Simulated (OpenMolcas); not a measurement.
Ni3+, Pd3+, Pt3+: d⁷ down the group

```json
{"Program": "OpenMolcas 26.06", "Method": "MS-CASPT2, IPEA 0.25 Eh, imaginary shift 0.1 Eh", "Basis": "ANO-R2", "Scalar Hamiltonian": "X2C, finite nucleus", "Spin-orbit coupling": "RASSI with atomic mean-field integrals over the reference wave functions, term energies averaged over their components"}
```

Active space for each ion: 7 electrons in 5 orbitals (d); closed shells correlated by CASPT2: Ni3+ 3s 3p; Pd3+ 4s 4p; Pt3+ 5s 5p.

Computed levels in cm-1 above ⁴F_9/2:

```tsv
Level	Ni3+	Pd3+	Pt3+
⁴F_7/2	1156	2770	9630
⁴F_5/2	1993	4480	11080
⁴F_3/2	2560	5540	16280
⁴P_5/2	18220	13460	17240
⁴P_1/2	19090	15200	20810
²G_9/2	19520	15400	19080
²G_7/2	20610	18080	25980
²P_1/2	24330	21490	34060
²H_11/2	26850	20790	25510
weight of ⁴F in the lowest level (%)	100	97	84
```

Mixed levels, with the weight of the term that names them: Pt3+ ⁴F_5/2 (58 %), Pt3+ ⁴F_3/2 (50 %), Pt3+ ⁴P_1/2 (69 %), Pt3+ ²G_9/2 (59 %), Pt3+ ²P_1/2 (69 %).

Measured, with the error of the calculation in %. Measured levels: Ni3+ from Corliss and Sugar, J. Phys. Chem. Ref. Data 10, 197 (1981).

```
  Level          Ni3+
 ⁴F_7/2   1190 (-2.8)
 ⁴F_5/2   2042 (-2.4)
 ⁴F_3/2   2621 (-2.3)
 ⁴P_5/2  18119 (+0.5)
 ⁴P_1/2  18958 (+0.7)
 ²G_9/2  19830 (-1.6)
 ²G_7/2  20948 (-1.6)
 ²P_1/2  24651 (-1.3)
²H_11/2  26649 (+0.8)
```

The fine-structure level ⁴F_3/2 changes by a factor of 6.36 from Ni3+ to Pt3+.

Without spin-orbit coupling ⁴P lies 17460, 11680, 10210 cm-1 above ⁴F in that order; the difference to the level ⁴P_5/2, of either sign, comes from spin-orbit coupling, which also lowers the zero.

CASPT2 breaks the degeneracy within a term, and the mean is taken; among the terms shown or strongly mixed into the levels shown the widest spread is 1200 cm-1 (3d⁷ ⁴F, Ni3+). Computed and measured levels are paired by configuration, term and J; levels that our copy of the source lacks, or whose pairing is in doubt (as where it misses far off the trend of its configuration), stay unpaired and out of the deviations. Levels of configurations outside the active space are missing.
